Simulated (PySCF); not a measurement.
**Electron correlation in Sr⁺ (strontium, charge +1)**

[Kr] 5s1, 2S determinant. Calculation: PySCF 2.14, in ANO-RCC-VTZP (7s6p3d1f, 47 functions); the spin-free X2C one-electron Hamiltonian (Gaussian nucleus). Frozen: [Ar] 3d10; 9 electrons correlated.

```
  level  correlation energy (mhartree)
   CCSD                        -202.76
    (T)                          -4.78
CCSD(T)                        -207.54
```

Diagnostics: T1 = 0.0091, D1 = 0.0381, largest double amplitude 0.028.

Cost of the coupled-cluster step: roughly 0.8 core-seconds, for 9 correlated electrons.
